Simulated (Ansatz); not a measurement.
Relaxation of Cl₃H₅N₂Zr (11 atoms, charge 0, multiplicity 1), to a largest force component of 0.03 eV/Å in at most 50 steps.

Method: RKS PBE-D4/def2-SVP in Ansatz 0.2.0.

```xyz
11
Properties=species:S:1:pos:R:3:forces:R:3
Zr -0.082 -0.133 0.026 0.08 0.00 1.54
N -0.049 -0.056 2.184 0.14 0.30 -1.53
H -0.904 -0.030 2.754 0.00 0.02 0.00
H 0.735 -0.330 2.787 0.00 -0.03 -0.01
N 1.828 -0.037 -0.572 0.04 0.01 0.07
H 2.405 -0.756 -1.023 0.00 -0.01 0.00
H 2.375 0.829 -0.458 -0.04 0.01 -0.03
Cl -1.440 1.636 -0.767 -0.06 0.03 -0.02
Cl -0.869 -2.253 -0.646 -0.02 0.00 -0.04
Cl 1.632 2.895 1.340 -0.39 -0.47 0.32
H 0.862 1.989 1.974 0.24 0.13 -0.29
```

Q: Where does it end, and by what steps?

A: It converged. The force dipped under the threshold on the way, but the program's further checks kept it going. After 29 steps the energy has fallen by 1.764 eV; H11 moved furthest, 1.59 Å. Parted: Cl10–H11 (1.35 → 2.98 Å). Joined: Zr1–Cl10 (3.72 → 2.41 Å), N2–H11 (2.25 → 1.03 Å).

```csv
step,energy less start (eV),largest force component (eV/Å),accepted
0,0.0000,1.536,yes
2,-0.1954,0.778,yes
4,-0.2222,0.371,yes
6,-0.3362,0.827,yes
8,-0.8703,1.394,yes
10,-1.4704,0.967,yes
12,-1.6490,1.223,yes
14,-1.7288,0.128,yes
16,-1.7372,0.041,yes
18,-1.7390,0.016,yes
20,-1.7431,0.082,yes
22,-1.7471,0.244,yes
24,-1.7560,0.307,yes
26,-1.7611,0.201,yes
28,-1.7637,0.050,yes
29,-1.7639,0.016,yes
```

```xyz
11
Properties=species:S:1:pos:R:3
Zr 0.049 0.659 -0.006
N 0.394 0.097 2.337
H -0.435 0.301 2.913
H 0.595 -0.905 2.462
N 1.921 0.108 -0.498
H 2.175 -0.794 -0.919
H 2.703 0.764 -0.625
Cl -0.929 1.380 -2.061
Cl -1.293 -1.324 0.230
Cl 0.141 2.834 1.019
H 1.171 0.633 2.749
```

Whether the end is a true minimum wasn't checked by a vibrational analysis.

Run time: 74 s on 4 threads of Arm Neoverse V2, on a shared host, peak memory 0.22 GiB.
